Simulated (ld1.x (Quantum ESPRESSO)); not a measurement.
Logarithmic derivatives: N, TM

- Element: nitrogen
- Generator: ld1.x (Quantum ESPRESSO) 7.5
- Type: norm-conserving Troullier–Martins (Kleinman–Bylander form)
- Functional: LDA (PZ)
- Relativity: scalar-relativistic
- Frozen core: [He]
- Valence charge: 5
- Reference configuration: 2s2 2p3
- Partial waves: 2s (bound): rc 0.65 bohr; 3d channel at 0.25 Ry: rc 1.40 bohr; 2p (bound): rc 1.70 bohr
- Local potential: the p channel
- Core correction: Bessel-smoothed model core inside 0.55 bohr

The phase is arctan(r·u′/u) with u = r·R(r), unwrapped; energies in Ry, scanned from -3 to 5 Ry. A pole is an energy at which the radial function vanishes at the test radius. The pseudo phase is shifted by a multiple of π to meet the all-electron one at the reference energy, and phase errors are pseudo minus all-electron; the curves can meet again beyond the range given. Levels narrower than the energy grid can be missing from the lists of poles.

```tsv
channel	radius (bohr)	reference energy (Ry)	poles, all-electron	poles, pseudo	unbroken range about the reference energy with phases within 0.05 rad	phase error 1 Ry above the reference energy (rad)
s	1.84	-1.35	-0.25	-0.23	below 3.2	+0.003
p	1.84	-0.53	0.49	0.53	below 2.3	+0.010
d	1.84	0.25	none	none	the whole range	-0.001
```

Phases in the p channel:

```
E (Ry)  all-electron  pseudo
 -3.00         1.212   1.216
 -2.76         1.189   1.193
 -2.52         1.161   1.166
 -2.28         1.125   1.131
 -2.04         1.079   1.085
 -1.80         1.015   1.022
 -1.56         0.920   0.928
 -1.32         0.769   0.777
 -1.08         0.498   0.507
 -0.84         0.007   0.012
 -0.60        -0.624  -0.624
 -0.36        -1.062  -1.061
 -0.12        -1.301  -1.297
  0.12        -1.440  -1.434
  0.36        -1.532  -1.523
  0.60        -1.598  -1.587
  0.84        -1.650  -1.636
  1.08        -1.694  -1.677
  1.32        -1.733  -1.712
  1.56        -1.770  -1.745
  1.80        -1.807  -1.776
  2.04        -1.845  -1.808
  2.28        -1.887  -1.840
  2.52        -1.933  -1.874
  2.76        -1.988  -1.911
  3.00        -2.053  -1.953
  3.24        -2.135  -2.002
  3.48        -2.241  -2.061
  3.72        -2.383  -2.132
  3.96        -2.577  -2.222
  4.20        -2.836  -2.337
  4.44        -3.151  -2.489
  4.68        -3.474  -2.688
  4.92        -3.750  -2.937
```
